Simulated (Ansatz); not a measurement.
`[SiH3][SiH2][SnH3]` + `OCS[SiH3]` → `[SiH3][S][SnH3]` + `OC[SiH2][SiH3]`  (redistribution)

Calculated with Ansatz (gas phase, PBE0-D4/def2-TZVP geometries, no zero-point term in ΔE). CBS: MP2 limit from def2 TZ/QZ plus the TZ coupled-cluster correction, frozen cores. DFT in def2-TZVPP. B3LYP here is the variant with VWN-RPA as its local correlation; programs differ in this. def2 core potentials past Kr. For Sn outer-core shells are correlated without core-valence functions, which leaves a few kJ/mol of doubt a bond. One conformer a species, not always the lowest.

`[SiH3][SiH2][SnH3]`:

Z-matrix (Å, degrees):
```
Si
Si 1 2.336
H 1 1.488 2 109.5
H 1 1.488 2 111.6 3 120.5
H 1 1.488 2 109.5 3 -119.0
Sn 2 2.562 1 110.5 3 59.6
H 2 1.489 1 110.0 3 -179.9
H 2 1.489 1 110.0 3 -61.0
H 6 1.708 2 110.3 1 -59.7
H 6 1.708 2 110.3 1 59.7
H 6 1.708 2 111.4 1 -180.0
```

`OCS[SiH3]`:

Z-matrix (Å, degrees):
```
C
S 1 1.838
O 1 1.389 2 114.6
H 1 1.096 2 108.3 3 126.8
H 1 1.090 2 105.2 3 -117.2
Si 2 2.126 1 98.7 3 -86.6
H 3 0.962 1 109.1 2 62.5
H 6 1.487 2 111.4 1 -64.8
H 6 1.482 2 107.2 1 174.2
H 6 1.491 2 110.7 1 54.8
```

`[SiH3][S][SnH3]`:

```xyz
9

Si    1.045   -0.202    1.344
S     1.329    0.268   -0.712
Sn   -0.974    0.223   -1.414
H     0.191    0.811    2.019
H     2.390   -0.218    1.970
H     0.400   -1.532    1.512
H    -0.938    0.587   -3.075
H    -1.838    1.395   -0.526
H    -1.604   -1.333   -1.119
```

`OC[SiH2][SiH3]`:

```xyz
12

O     0.589   -2.346   -1.199
C     0.110   -1.012   -1.114
Si    0.413   -0.227    0.588
Si   -0.499    1.926    0.732
H     0.155   -2.869   -0.521
H     0.652   -0.442   -1.874
H    -0.955   -0.947   -1.380
H     1.872   -0.188    0.877
H    -0.229   -1.105    1.612
H    -0.270    2.503    2.083
H    -1.965    1.885    0.476
H     0.127    2.822   -0.279
```

(1) Is it downhill or uphill in electronic energy at CCSD(T)/CBS, and by how much? (Best estimate.)

(2) What do these levels give: PBE-D4, B3LYP, SCS-MP2/def2-TZVPP, CCSD(T)/def2-TZVPP, HF/def2-QZVPP, MP2/CBS(def2)? (An estimate is asked.)

Largest T1 diagnostic among the species: 0.014.

Results:

(1) The calculation gave: Downhill: ΔE = -52.8 kJ/mol.

(2) The calculation gave: PBE-D4 -40.1, B3LYP -50.3, SCS-MP2/def2-TZVPP -56.0, CCSD(T)/def2-TZVPP -50.8, HF/def2-QZVPP -64.1, MP2/CBS(def2) -55.9 kJ/mol.

From PBE to PBE0 (25 % exact exchange), in def2-TZVPP and without D4, ΔE moves by −4.0 kJ/mol. In def2-TZVPP, CCSD(T) changes the Hartree–Fock value by +12.2 kJ/mol (the triples alone add +1.8 kJ/mol) and MP2 by +9.0 kJ/mol.
